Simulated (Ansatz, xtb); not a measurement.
**Relative energy of two structures of BGaH7NO**

Structure X is a singlet given by its coordinates and structure Y is a singlet given by its coordinates. Both are isolated molecules in the gas phase, relaxed with B3LYP/6-31G*.

X (Å):

```yaml
atoms:
  - { symbol: B, position_ang: [0.9173, -1.3312, 0.0116] }
  - { symbol: Ga, position_ang: [-1.6823, -0.2369, -1.0236] }
  - { symbol: N, position_ang: [0.5014, -0.8158, -1.2831] }
  - { symbol: O, position_ang: [0.8512, -2.6745, 0.1860] }
  - { symbol: H, position_ang: [1.0547, -2.9441, 1.0917] }
  - { symbol: H, position_ang: [1.2861, -0.5691, 0.8535] }
  - { symbol: H, position_ang: [0.4656, -1.4846, -2.0489] }
  - { symbol: H, position_ang: [0.9020, 0.0666, -1.5835] }
  - { symbol: H, position_ang: [-1.8472, -0.5386, 0.5257] }
  - { symbol: H, position_ang: [-2.2743, -1.2825, -2.0573] }
  - { symbol: H, position_ang: [-1.5188, 1.2774, -1.4712] }
```

Close contacts (Å): B1–N3 1.45, B1–O4 1.36, Ga2–N3 2.27, B1–H6 1.19, Ga2–H9 1.59, Ga2–H10 1.59, Ga2–H11 1.59, N3–H7 1.02, N3–H8 1.01, O4–H5 0.97.

Y (Å):

```yaml
atoms:
  - { symbol: B, position_ang: [0.2884, 1.3118, -0.7359] }
  - { symbol: Ga, position_ang: [1.1330, -0.6601, 0.8023] }
  - { symbol: N, position_ang: [0.9340, -0.0992, -1.1434] }
  - { symbol: O, position_ang: [0.3894, 1.2021, 0.8287] }
  - { symbol: H, position_ang: [-0.4853, 1.2851, 1.2348] }
  - { symbol: H, position_ang: [-0.8752, 1.3573, -1.0602] }
  - { symbol: H, position_ang: [0.9810, 2.2191, -1.1198] }
  - { symbol: H, position_ang: [0.3108, -0.6896, -1.6901] }
  - { symbol: H, position_ang: [1.8085, -0.0128, -1.6565] }
  - { symbol: H, position_ang: [-0.0001, -1.6646, 1.2381] }
  - { symbol: H, position_ang: [2.6308, -0.6534, 1.2704] }
```

Close contacts (Å): B1–N3 1.60, B1–O4 1.57, Ga2–N3 2.03, Ga2–O4 2.01, B1–H6 1.21, B1–H7 1.20, Ga2–H10 1.58, Ga2–H11 1.57, N3–H8 1.02, N3–H9 1.02, O4–H5 0.97.

Question: Estimate E(Y) − E(X) at the level CCSD(T)/def2-SVP + ΔMP2/def2-TZVPP.

Answer: Calculated at CCSD(T)/def2-SVP + ΔMP2/def2-TZVPP: E(Y) − E(X) = −23.1 kJ/mol, so structure Y lies lower.

The same difference at several levels:

| level | geometry | E(Y) − E(X) (kJ/mol) | departure from the last row (kJ/mol) | job, with rough time for the two |
| --- | --- | --- | --- | --- |
| B3LYP/6-31G* | B3LYP/6-31G* | −7.6 | +15.5 | optimisation, 2 min |
| HF/def2-SVP | B3LYP/6-31G* | +7.6 | +30.7 | part of the CCSD(T) run |
| MP2/def2-SVP | B3LYP/6-31G* | −19.5 | +3.7 | part of the CCSD(T) run |
| CCSD(T)/def2-SVP | B3LYP/6-31G* | −15.6 | +7.5 | single point |
| CCSD(T)/def2-SVP + ΔMP2/def2-TZVPP | B3LYP/6-31G* | −23.1 |  | single point, 37 s |

HF/def2-SVP puts the two in the other order. The largest departure from CCSD(T)/def2-SVP + ΔMP2/def2-TZVPP is that of HF/def2-SVP, 30.7 kJ/mol. Levels run at GFN2-xTB geometries aren't shown. The last row adds to CCSD(T) the change of the MP2 difference between the two basis sets, here −7.5 kJ/mol.

With harmonic frequencies from B3LYP/6-31G* (ideal gas, rigid rotor, one conformer each, 298.15 K, 1 atm): on the last row, ΔE + ΔZPE = −14.6, ΔH = −17.4, ΔG = −9.0 kJ/mol.

The correlated steps freeze 12 core orbitals; the filled d shell of Ga is correlated, in a basis made for valence electrons. Run with Ansatz 0.2.0; the last row on 2 threads of Intel(R) Xeon(R) Processor @ 2.70GHz on a shared host.
